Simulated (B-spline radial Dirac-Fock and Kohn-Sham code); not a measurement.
# S⁶⁺: input and output of one calculation

ΔSCF core binding energies without Breit or QED terms, calculated with a radial atomic solver. Keys: rel is the Hamiltonian (dirac, or spin-free x2c and nr, where L3 and M5 stand for the whole 2p and 3d shells), method is hf or an exchange,correlation pair (spin-unpolarised, also for the hole states), nuc the nuclear model, radius_factor scales its radius, rmax is the box in bohr, h the logarithmic mesh step, order the B-spline order, points the quadrature points per cell, c_factor scales the speed of light, and damp, ndamp, maxit and tol steer the iteration. The run stops when the commutator error falls below 10·tol·max(1, Z/10), or the numerical noise floor, and the energy has settled to about 1e-8 Ha; the virial ratio is −V/T.

Input (task.json):

```json
{"items": [{"Z": 16, "q": 6, "cfg": [[1, 0, 2], [2, 0, 2], [2, 1, 6]], "A": 32, "rrms": 3.2611, "do": "settings", "holes": ["K", "L3", "M5"],
  "settings": [{"rel": "dirac", "method": "hf", "nuc": "fermi", "radius_factor": 1.0, "rmax": 45.0, "h": 0.3, "order": 6, "points": 10, "c_factor": 1.0, "maxit": 60, "damp": 0.5, "ndamp": 3, "tol": 1e-08}]}]}
```

Command: `python xray2_run.py task.json out`

Ground-state iterations:

```
iter   energy (Ha)        error
   1     -382.37232748  1.20e+00
   2     -388.42628003  2.75e-01
   3     -388.62792325  1.11e-01
   4     -388.66230611  4.66e-02
   5     -388.66909476  7.43e-03
   6     -388.66932131  1.08e-04
   7     -388.66932135  4.76e-06
   8     -388.66932135  2.37e-07
   9     -388.66932135  1.23e-08
```

The ground state converged in 9 iterations, with total energy -388.66932 Ha, virial ratio 1.99431 and highest orbital energy -282.52 eV. ΔSCF binding energies: K (1s) 2597.6 eV, L3 (2p3/2) 279.4 eV. Holes are computed only in closed shells, and unreliable hole states are left out.
